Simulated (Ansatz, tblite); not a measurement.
Forces on SeF2 at its r2SCAN-D4/def2-TZVP geometry. The state is a singlet with charge 0.

The xTB rows come from tblite.

GFN1-xTB (tblite), largest force 0.46 eV/Å:

```xyz
3
positions Å, forces eV/Å
Se   -0.200   -0.733   -0.133   -0.118   -0.433   -0.079
F    -1.123    0.741   -0.156   -0.321    0.333   -0.030
F     1.323   -0.008    0.289    0.439    0.100    0.108
```

GFN2-xTB (tblite), largest force 1.40 eV/Å:

```
Se -0.364 -1.333 -0.242
F -0.426 0.852 0.010
F 0.790 0.480 0.231
```

PBE-D4/def2-TZVP (Ansatz), largest force 0.77 eV/Å:

```
Se -0.198 -0.727 -0.132
F -0.376 0.509 -0.020
F 0.574 0.218 0.152
```
